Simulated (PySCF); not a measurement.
SMILES F[SiH2]B(O)O, CAM-B3LYP/def2-SVP optimised geometry.

```
9

Si    -0.87    -1.07     0.00
F      0.49    -2.00     0.00
B     -0.05     0.79     0.00
O     -0.66     2.00     0.00
O      1.30     0.79     0.00
H     -1.68    -1.43     1.20
H     -1.67    -1.43    -1.21
H     -1.62     1.96     0.00
H      1.68    -0.10     0.00
```

Density from CAM-B3LYP/def2-TZVP in PySCF at that geometry.

Minimum of the electron density along straight lines between bonded atoms, close to the bond critical point (lines longer than 1.1 times the sum of covalent radii, or with two minima, are not listed):

```json
[
 {"bond": "Si1–F2", "length / Å": "1.645", "ρ at the minimum / e bohr⁻³": "0.123", "∇²ρ there / e bohr⁻⁵": "0.81", "position (fraction from the first atom)": "0.42"},
 {"bond": "Si1–B3", "length / Å": "2.034", "ρ at the minimum / e bohr⁻³": "0.117", "∇²ρ there / e bohr⁻⁵": "-0.11", "position (fraction from the first atom)": "0.39"},
 {"bond": "B3–O4", "length / Å": "1.354", "ρ at the minimum / e bohr⁻³": "0.214", "∇²ρ there / e bohr⁻⁵": "0.95", "position (fraction from the first atom)": "0.33"},
 {"bond": "B3–O5", "length / Å": "1.352", "ρ at the minimum / e bohr⁻³": "0.216", "∇²ρ there / e bohr⁻⁵": "0.95", "position (fraction from the first atom)": "0.33"},
 {"bond": "Si1–H6", "length / Å": "1.489", "ρ at the minimum / e bohr⁻³": "0.123", "∇²ρ there / e bohr⁻⁵": "0.13", "position (fraction from the first atom)": "0.49"},
 {"bond": "Si1–H7", "length / Å": "1.489", "ρ at the minimum / e bohr⁻³": "0.123", "∇²ρ there / e bohr⁻⁵": "0.13", "position (fraction from the first atom)": "0.49"},
 {"bond": "O4–H8", "length / Å": "0.961", "ρ at the minimum / e bohr⁻³": "0.358", "∇²ρ there / e bohr⁻⁵": "-2.46", "position (fraction from the first atom)": "0.81"},
 {"bond": "O5–H9", "length / Å": "0.966", "ρ at the minimum / e bohr⁻³": "0.352", "∇²ρ there / e bohr⁻⁵": "-2.43", "position (fraction from the first atom)": "0.81"}
]
```
